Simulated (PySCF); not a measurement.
NICS in isomers of C7H9ClNP.

Probes without a nucleus sit at each ring's centroid and 1 Å off its mean plane on both sides; NICS is minus the shielding there, NICSzz its component along the normal. Level: GIAO PBE0/pcSseg-1 (PySCF, non-relativistic, gas phase) on the GFN2-xTB geometries, one conformer each. Atom numbers follow the mapped SMILES.

Question: Order these rings by mean NICS(1)zz, lowest (most negative) first (ppm).
A. ring C4–C5–C6–P7–C8–C10 in `[CH3:1][N:2]([CH3:3])[c:4]1[cH:5][cH:6][p:7][c:8]([Cl:9])[cH:10]1`
B. ring C4–C5–N6–C7–C9–P10 in `[CH3:1][CH:2]([CH3:3])[c:4]1[cH:5][n:6][c:7]([Cl:8])[cH:9][p:10]1`
C. ring C4–C5–C6–C7–C9–P10 in `[CH3:1][N:2]([CH3:3])[c:4]1[cH:5][cH:6][c:7]([Cl:8])[cH:9][p:10]1`

Answer: B (-23.7), C (-22.6), A (-21.3).

```
           SMILES                                                     ring  NICS(0)  NICS(1)  NICS(1)zz  HOMA  rms pucker (Å)  ring atoms with four or more neighbours
CC(C)c1cnc(Cl)cp1  6-membered ring with N and P; formal bonds all aromatic     -6.8    -10.2      -23.7  0.91            0.00                                        0
CN(C)c1ccc(Cl)cp1        6-membered ring with P; formal bonds all aromatic     -8.2     -9.8      -22.6  0.85            0.00                                        0
CN(C)c1ccpc(Cl)c1        6-membered ring with P; formal bonds all aromatic     -7.6     -9.2      -21.3  0.89            0.00                                        0
```

NICS(0) gives another order. The isotropic NICS(1) gives the same order. HOMA uses Krygowski's 1993 parameters. NICS(1) and NICS(1)zz are means over the two faces.
